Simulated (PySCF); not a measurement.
A PySCF script (with the pyscf-properties extension) for the NMR shieldings of `OC([SiH2]C/C(=C/SC)C)=O`, C6H12O2SSi, on a GFN2-xTB geometry:

```python
import basis_set_exchange as bse
import numpy as np
from pyscf import gto, dft
from pyscf.prop import nmr

atoms = """
C     2.785790    2.292764    0.065809
S     2.545800    0.591590   -0.523595
C     1.076348    0.201371    0.365914
C     0.482398   -0.988035    0.378249
C     1.005266   -2.174121   -0.367275
C    -0.799106   -1.186758    1.136844
Si   -2.321848   -0.869054    0.031635
C    -2.256390    0.970200   -0.519758
O    -1.722493    1.883392    0.059521
O    -2.921429    1.155666   -1.665935
H     1.893007    2.875527   -0.143209
H     3.633550    2.698332   -0.477208
H     2.998240    2.280713    1.131467
H     0.663325    1.043226    0.897580
H     0.268689   -2.518286   -1.093074
H     1.206075   -2.996170    0.320003
H     1.924292   -1.921619   -0.890176
H    -0.837499   -0.498141    1.982601
H    -0.832929   -2.200277    1.536933
H    -2.335229   -1.669721   -1.192146
H    -3.566174   -1.042081    0.788241
H    -2.900093    2.090868   -1.937686
"""
names = dict.fromkeys(["C", "S", "Si", "O", "H"], "pcSseg-1")
basis = {el: gto.basis.parse(bse.get_basis(n, elements=[el], fmt="nwchem")) for el, n in names.items()}
mol = gto.M(atom=atoms, basis=basis, charge=0, verbose=0)
mf = dft.RKS(mol, xc="PBE0")
mf.grids.level = 2
mf.grids.alignment = dft.numint.BLKSIZE   # the property module wants whole blocks of grid points
mf.conv_tol = 1e-9
mf.kernel()

calc = nmr.RKS(mf)   # GIAO
C = mf.mo_coeff
Co = C[:, mf.mo_occ > 0]
resp = mf.gen_response(singlet=True, hermi=2)
def vind(x):   # induced exchange potential for any number of trial vectors
    d = np.einsum("pi,xij,qj->xpq", C, 2 * x.reshape(-1, C.shape[1], Co.shape[1]), Co, optimize=True)
    return np.einsum("xpq,pi,qj->xij", resp(d - d.transpose(0, 2, 1)), C, Co, optimize=True).ravel()
mo1, _ = nmr.rhf.solve_mo1(calc, with_cphf=vind)
sigma = calc.kernel(mo1)
for i, s in enumerate(sigma):   # ppm
    print("%2d %-2s %9.2f" % (i, mol.atom_pure_symbol(i), np.trace(s) / 3))
```

Q: What are the results?

A: 
```
 0 C     165.67
 1 S     511.16
 2 C      51.55
 3 C      58.56
 4 C     165.67
 5 C     163.83
 6 Si    409.26
 7 C       1.23
 8 O    -167.03
 9 O      91.72
10 H      29.30
11 H      29.81
12 H      29.25
13 H      25.89
14 H      30.00
15 H      30.18
16 H      29.63
17 H      29.27
18 H      30.26
19 H      27.29
20 H      27.29
21 H      24.96
```

These numbers come from an equivalent density-fitted implementation of the same equations, which agrees with the script to about 0.01 ppm for H and up to a few tenths of a ppm for heavy atoms, so last digits may differ.

Q: Turn these shieldings into chemical shifts. Referencing at the same level of theory: TMS for $^{13}$C (σ = 186.93 ppm), $^{29}$Si (σ = 349.16 ppm), $^{1}$H (σ = 31.72 ppm); CS2 for $^{33}$S (σ = 503.73 ppm); $^{17}$O (σ = 336.08 ppm) against H2O.

A: Averaging equivalent atoms: C 7: 185.7; C 2: 135.4; C 3: 128.4; C 5: 23.1; C 0: 21.3; C 4: 21.3; S 1: -7; Si 6: -60.1; O 8: 503.1; O 9: 244.4; H 21: 6.76; H 13: 5.83; H 19/20: 4.43; H 10/11/12: 2.26; H 17/18: 1.95; H 14/15/16: 1.78 ppm. Unscaled 17O shifts of doubly bonded oxygen tend to come out too high, by tens of ppm or more. Experimental scales use liquid or dissolved standards, which lie at an offset from isolated H2O (liquid H2O: subtract about 36 ppm).

Size and cost of the density-fitted run: 244 basis functions, 2.1 min wall time on 1 thread of an Arm Neoverse N1, shared host; peak memory 1.1 GiB.
